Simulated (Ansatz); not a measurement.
Match the barriers

Saddle point of CH$_{5}$BrSi, closed shell (CH₅BrSi ([CH3][SiH2][Br]) → CH₄Si ([CH2][SiH2]) + HBr; bonds formed: Br2–H4; bonds broken: Si1–Br2, C3–H4), PBE0-D4/def2-TZVP structure:

```xyz
8
angstrom
Si -0.7695 -0.0025 0.6347
Br -0.2474 -1.1623 -2.2146
C 0.8455 0.5239 0.3879
H 0.4375 -0.3228 -1.0359
H -1.9333 0.8010 0.2173
H -1.0896 -1.3121 1.2320
H 1.0670 1.5173 0.0147
H 1.6898 -0.0427 0.7638
```

Computed with Ansatz 0.2.0 (basis: def2-TZVPP, with def2-QZVPP for the basis limit); correlated methods freeze the cores. Filled d shells of the heavier atoms are correlated. The def2 sets are not built for correlating such inner shells, so the correlated values are less sure here. B3LYP uses VWN-RPA correlation. Extrapolation: Hartree–Fock as exp(−7.88 √X), correlation as X^−2.97. Four methods, as single points on the PBE0-D4 structures, gave these electronic barriers from the start structure: 3.055, 3.312, 3.642, 4.052 eV.

Task: The methods were, in alphabetical order, B3LYP-D4, BHLYP-D4, BLYP-D4, HF. Which gave which? (Judge from chemistry; the calculation decides.)

Result: By the calculation: BLYP-D4 3.055; B3LYP-D4 3.312; BHLYP-D4 3.642; HF 4.052 eV. For comparison, CCSD(T) at an estimated basis limit (MP2 extrapolated from triple and quadruple zeta, plus CCSD(T) − MP2 in triple zeta) gives 3.521 eV.

T1 diagnostic: at most 0.012. The restricted Hartree–Fock reference is unstable towards an unrestricted one at one or more of these structures.

Labels in which every atom is bracketed show which atoms are joined, not bond orders.

For scale, one of the runs: CCSD(T)/def2-TZVPP, 191 basis functions (an equivalent command: `ansatz run in.yaml --threads 4`). The run took 32 s on 4 CPU threads (shared host), with 2 GiB of host memory at its peak.
